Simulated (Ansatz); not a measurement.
Compare A (`C=[C]([GaH2])OC`) with its isomer B (`C/C(O)=[CH]/[GaH2]`).

Computed with Ansatz on PBE0-D4/def2-TZVP structures; ΔE is electronic, products minus reactants. CBS: MP2 limit from def2 TZ/QZ plus the TZ coupled-cluster correction, frozen cores. Functionals use def2-TZVPP. B3LYP here is the variant with VWN-RPA as its local correlation; programs differ in this. For Ga outer-core shells are correlated without core-valence functions, which leaves a few kJ/mol of doubt a bond. Scalar relativity is left out up to krypton. One conformer a species, not always the lowest.

Problem. Which isomer does CCSD(T)/CBS put lower? Give the gap. (An estimate is asked.)

Solution. The calculation gave: B, by 85.7 kJ/mol.

Problem. Give E(B) − E(A) in kJ/mol with PBE-D4, MP2/def2-TZVPP, B3LYP, CCSD/def2-TZVPP, CCSD(T)/def2-TZVPP, HF/def2-TZVPP, r2SCAN-D4. (Best estimate.)

Solution. Ansatz gave: PBE-D4 -87.7, MP2/def2-TZVPP -90.2, B3LYP -80.6, CCSD/def2-TZVPP -83.1, CCSD(T)/def2-TZVPP -83.5, HF/def2-TZVPP -78.9, r2SCAN-D4 -90.7. None reverses the order clearly.

Largest T1 diagnostic: 0.013.

From PBE to PBE0 (25 % exact exchange), in def2-TZVPP and without D4, E(B) − E(A) moves by −3.0 kJ/mol. In def2-TZVPP, CCSD(T) changes the Hartree–Fock value by −4.6 kJ/mol (the triples alone add −0.4 kJ/mol) and MP2 by −11.3 kJ/mol.
